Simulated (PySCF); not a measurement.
Bonds (- single, = double, # triple, : aromatic): C1-C2 1.495 Å, C2=C3 1.351 Å, C3-O4 1.347 Å, O4-C5 1.398 Å, C3-C6 1.483 Å, C6=O7 1.188 Å, C6-F8 1.332 Å. C1 carries H9, H10, H11; C2 carries H12; C5 carries H13, H14, H15. Stereochemistry as in C/C=C(/OC)C(=O)F.

PySCF 2.14 calculation with geometry: PBE0-D3(BJ)/def2-SVP and shielding tensors at PBE0/pcSseg-1 (GIAO); rapidly exchanging positions averaged, one computed conformer, in vacuum, non-relativistic.

Scale: $^{13}$C vs TMS (reference shieldings calculated alike).

Task: Do the $^{13}$C shifts follow the atomic charges (in e)? Tabulate both.

Result: 
| atoms | hybridisation | δ (ppm) | σ para (ppm) | Hirshfeld | IAO | Mulliken | ESP-fitted |
| --- | --- | --- | --- | --- | --- | --- | --- |
| C6 | sp2 | 160.0 | -225 | +0.22 | +0.60 | +0.62 | +0.75 |
| C3 | sp2 | 148.9 | -222 | +0.04 | +0.11 | +0.04 | -0.02 |
| C2 | sp2 | 121.3 | -198 | -0.05 | -0.17 | -0.26 | -0.06 |
| C5 | sp3 | 53.7 | -116 | -0.03 | -0.20 | -0.06 | -0.12 |
| C1 | sp3 | 16.0 | -77 | -0.12 | -0.41 | -0.19 | -0.57 |

Correlation coefficients of δ with charge over these carbons: Hirshfeld +0.79, IAO +0.83, Mulliken +0.60, ESP-fitted +0.81; with the paramagnetic shielding -1.00. With so few points, grouped by hybridisation, these coefficients are fragile. Charge is one influence among several: hybridisation and low-lying excitations act through the paramagnetic term.

Shifts are as computed. Against solution values, carbons near 30 ppm lie about +2 ppm off and those near 130 ppm about +5 ppm. Of 1309 compounds with measured shifts, 239 miss one by over three times the rms of a fit or turn the order of signals round; such compounds aren't used in these exercises.
